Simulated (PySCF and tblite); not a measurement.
The numbers below are computed, except where a source is named.
Conformer ensemble of C8H12O2, numbered as in [CH3:1][O:2][c:3]1[cH:4][o:5][c:6]([CH:7]([CH3:8])[CH3:9])[cH:10]1

Conformers came from 90 starts (ETKDG and KDG, MMFF94s, GFN2-xTB); geometries are GFN2-xTB. Weights use CAM-B3LYP-D3(BJ)/6-31G* energies plus GFN2-xTB zero-point and thermal terms (modes under about 100 cm⁻¹ blended into free rotors). Symmetry numbers and mirror images are counted. Conformers within 2.5 kcal/mol (GFN2-xTB free energy) were kept, 5 at most. GIAO shieldings: CAM-B3LYP/6-31G*. Codes: tblite and PySCF.

Torsions listed: C1–O2–C3–C4, O5–C6–C7–C8.

| conformer | shape | symmetry | E(GFN2) kcal/mol | E(DFT) kcal/mol | G(298.15 K) kcal/mol | weight % | dipole D |
| --- | --- | --- | --- | --- | --- | --- | --- |
| 1 | 0°, 61° | Cs | 0.11 | 0.00 | 0.00 | 72.0 | 0.62 |
| 2 | 0°, -119° | Cs | 0.00 | 0.88 | 0.74 | 20.7 | 0.57 |
| 3 | 180°, 61° | Cs | 0.98 | 1.63 | 1.52 | 5.5 | 1.93 |
| 4 | 180°, -118° | Cs | 0.96 | 2.43 | 2.19 | 1.8 | 1.96 |

Weights (%) against temperature:

```csv
T (K),1,2,3,4,S(mix) cal/mol/K
250,78.5,17.0,3.5,0.9,1.30
298.15,72.0,20.7,5.5,1.8,1.58
350,66.0,23.5,7.5,3.0,1.82
```

Coordinates of conformer 1 (Å):

```xyz
22

C     4.053    0.052    0.026
O     2.970    0.856   -0.372
C     1.738    0.352   -0.108
C     1.372   -0.821    0.486
O     0.021   -0.908    0.540
C    -0.483    0.208   -0.019
C    -1.969    0.369   -0.089
C    -2.565    0.379    1.321
C    -2.581   -0.756   -0.927
C     0.526    1.022   -0.438
H     4.953    0.595   -0.255
H     4.047   -0.113    1.109
H     4.035   -0.918   -0.481
H     1.925   -1.641    0.896
H    -2.172    1.330   -0.573
H    -2.347   -0.561    1.822
H    -2.141    1.191    1.906
H    -3.643    0.509    1.273
H    -2.169   -0.748   -1.933
H    -2.365   -1.719   -0.471
H    -3.660   -0.634   -0.992
H     0.444    1.975   -0.918
```

Coordinates of conformer 2 (Å):

```xyz
22

C     4.016   -0.226    0.128
O     2.838   -0.145    0.892
C     1.682   -0.092    0.183
C     1.471   -0.105   -1.165
O     0.142   -0.034   -1.422
C    -0.501    0.024   -0.240
C    -1.995    0.108   -0.248
C    -2.463    1.407    0.413
C    -2.604   -1.107    0.455
C     0.396   -0.008    0.786
H     4.128    0.649   -0.522
H     4.838   -0.259    0.840
H     4.027   -1.130   -0.489
H     2.125   -0.157   -2.011
H    -2.310    0.108   -1.297
H    -2.035    2.268   -0.094
H    -3.547    1.480    0.370
H    -2.153    1.431    1.454
H    -2.297   -1.131    1.498
H    -3.690   -1.059    0.413
H    -2.278   -2.028   -0.021
H     0.198    0.024    1.836
```

Search and properties took 2.5 min on 1 thread of Arm Neoverse V1, on a host shared with other jobs (rough), launched as `OMP_NUM_THREADS=1 python ens_run.py task.json out`.


Conformer gaps in 6-31G* on xTB geometries can be 2 kcal/mol off for S=O, P=O and other polar bonds.